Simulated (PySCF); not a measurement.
A drawing and its optimised geometry.

C6H10FO. Drawn bonds (atoms numbered from 1): C1–C2, C2–C3, C2–C4, C4=O5, C2–C6, C6–C7, C7–F8, C1–H9, C1–H10, C3–H11, C3–H12, C3–H13, C4–H14, C6–H15, C6–H16, C7–H17, C7–H18. Doublet state.

Geometry after optimisation with GFN2-xTB (Å):

```
atom  x, y, z in Å
C1    -1.812   -0.052    0.423
C2    -0.485    0.173   -0.161
C3    -0.302    0.154   -1.648
C4    -0.895   -1.304    0.484
O5    -0.325   -1.681    1.533
C6     0.563    0.891    0.651
C7     1.919    0.187    0.665
F8     2.547    0.285   -0.555
H9    -2.028    0.385    1.387
H10   -2.660   -0.145   -0.240
H11    0.667   -0.259   -1.921
H12   -0.344    1.176   -2.029
H13   -1.084   -0.423   -2.136
H14   -1.086   -2.024   -0.325
H15    0.233    0.965    1.687
H16    0.696    1.900    0.248
H17    2.588    0.654    1.394
H18    1.799   -0.876    0.890
```

Here a drawn bond counts as lost beyond 1.3 times the sum of covalent radii plus 0.1 Å; another pair counts as a new contact within 1.08 times that sum, or 1.2 times among H, C, N, O, F, S and Cl. Covalent radii used (Å): C 0.73, F 0.57, H 0.31, O 0.66.

Task: Which drawn bonds no longer describe this geometry, and which new contacts appear?

Result: No drawn bond is lost. New contacts: C1–C4 (1.55 Å; radii sum 1.46 Å). The tight-binding optimisation can itself be at fault, so a check at a higher level is due before the drawing is dismissed.

Task: How long is each drawn bond in this geometry?

Result: 
```csv
drawn bond,length (Å),over radii sum
C1–C2,1.467,1.00
C2–C3,1.499,1.03
C2–C4,1.663,1.14
C4–O5,1.252,0.90
C2–C6,1.507,1.03
C6–C7,1.527,1.05
C7–F8,1.376,1.06
C1–H9,1.080,1.04
C1–H10,1.080,1.04
C3–H11,1.088,1.05
C3–H12,1.091,1.05
C3–H13,1.087,1.05
C4–H14,1.099,1.06
C6–H15,1.090,1.05
C6–H16,1.094,1.05
C7–H17,1.094,1.05
C7–H18,1.094,1.05
```

These are computed values.
